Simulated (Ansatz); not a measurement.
Job for Ansatz (a first-principles code): R-CCSD(T)/def2-SVPD on CH3I (SMILES CI) with ghost functions. Elements past Kr take the def2 small-core potentials; no spin–orbit coupling. The run froze 10 orbitals, filled d shells among them.

Ansatz 0.2 input:
```yaml
crystal:
  periodic: [false, false, false]
  atoms:
    - {symbol: C, position_ang: [-0.84073114, -1.61734520, 3.63927146]}
    - {symbol: I, position_ang: [0.78950152, -0.21392715, 3.78246419]}
    - {symbol: H, position_ang: [-0.47959621, -2.57025896, 4.00818073]}
    - {symbol: H, position_ang: [-1.64980770, -1.23570131, 4.25110487]}
    - {symbol: H, position_ang: [-1.11842213, -1.67038612, 2.59301398]}
basis:
  gaussian:
    orbitals: def2-SVPD
    ghost_atoms:
      - {symbol: C, position_ang: [-0.23151166, -0.46760853, 0.23182980]}
      - {symbol: O, position_ang: [0.37073125, 0.18341140, -0.45984874]}
magnetization: {spin_polarized: false}
correlation: {method: ccsd_t, electrons: outside_noble_gas}
scf: {lower_state_search: off}
```

The log:

```
WARN ansatz: RAYON_NUM_THREADS=2 ignored (pool sized by the plan → 2); use --threads N
Functional definition: HF
these checks for a lower state are left out or cut short: stability, starts, cluster_reference, orbital_swaps, neighbouring_geometries, increment
integrals: 0.21 GiB planned
1126 factors; integrals over basis functions are off by at most 1.1e-3 eV
mean field: 0.32 GiB planned
mean field evaluation 1: about -9148.8840 eV, gradient 1.3e1 eV
mean field evaluation 2: about -9148.9100 eV, gradient 1.3e1 eV
mean field evaluation 4: about -9149.4509 eV, gradient 1.1e0 eV
mean field evaluation 8: about -9149.4554 eV, gradient 2.3e-5 eV
mean field -9149.45544793 eV, -336.2362859877 hartree, gradient 1.0e-6 eV, S^2 0.000000; 0 other end points of the search recorded, 0 dependent functions left out
10 core orbitals not correlated
reference -9149.45544793 eV, -336.2362859877 hartree; 7, 7 occupied and 105, 105 virtual orbitals, 1126 factors
second order -7.14931746 eV of doubles, -0.00000000 eV of singles
coupled cluster: 0.54 GiB planned
cycle   1  -7.65620900 eV  change   -5.1e-1 eV  update   6.4e-2
cycle   2  -7.86821375 eV  change   -2.1e-1 eV  update   1.9e-2
cycle   3  -7.90239427 eV  change   -3.4e-2 eV  update   7.2e-3
cycle   4  -7.90257328 eV  change   -1.8e-4 eV  update   1.7e-3
cycle   5  -7.90254711 eV  change    2.6e-5 eV  update   4.8e-4
cycle   6  -7.90259287 eV  change   -4.6e-5 eV  update   1.4e-4
cycle   7  -7.90262047 eV  change   -2.8e-5 eV  update   4.3e-5
cycle   8  -7.90263134 eV  change   -1.1e-5 eV  update   1.5e-5
perturbative correction -0.24476023 eV, -0.0089947725 hartree
Total energy: -9157.60283950 eV, -336.5356971054 hartree
Checks for a lower state left out: stability, starts, cluster_reference, orbital_swaps, neighbouring_geometries, increment
```

Self-consistency was reached.

Cost: about 7 core-seconds (a rough figure).
